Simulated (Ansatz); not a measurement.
One change: `CCB(S)S` becomes `SBS`.

Ansatz, PBE0-D4/def2-TZVP geometries, multiplicity 1. Each molecule was computed in one conformer, which needn't be the lowest.

```csv
property,`CCB(S)S`
zero-point energy (PBE0-D4/def2-TZVP) / kJ/mol,235.6
LUMO energy (B3LYP/def2-TZVPP) / eV,-0.70
"ideal-gas entropy at 298 K and 1 bar (rigid rotor, harmonic PBE0-D4/def2-TZVP) / J/(mol·K)",358
size of the dipole moment (PBE/def2-TZVPP) / D,0.55
HOMO energy (ωB97M-V/def2-TZVPP) / eV,-9.56
HOMO energy (PBE0/def2-TZVPP) / eV,-7.43
```

Give the same properties after the change, and the shifts. (Best estimate.)

Computed: 
```csv
property,`SBS`,shift
zero-point energy (PBE0-D4/def2-TZVP) / kJ/mol,85.4,-150.2
LUMO energy (B3LYP/def2-TZVPP) / eV,-1.09,-0.39
"ideal-gas entropy at 298 K and 1 bar (rigid rotor, harmonic PBE0-D4/def2-TZVP) / J/(mol·K)",286,-72
size of the dipole moment (PBE/def2-TZVPP) / D,0.75,0.20
HOMO energy (ωB97M-V/def2-TZVPP) / eV,-9.67,-0.11
HOMO energy (PBE0/def2-TZVPP) / eV,-7.57,-0.14
```

With PBE0 the HOMO falls by 0.14 eV and the LUMO falls by 0.40 eV, so the gap narrows by about 0.26 eV. PBE moves the HOMO by -0.16 eV and ωB97M-V by -0.11 eV. The zero-point energy changes by -150.2 kJ/mol with -18 modes. Dipoles are sizes alone; their direction can turn. Modes under 60 cm⁻¹, often nearly free rotors, make the harmonic entropy too high.

B3LYP here is the variant with VWN-RPA as its local correlation; programs differ in this.
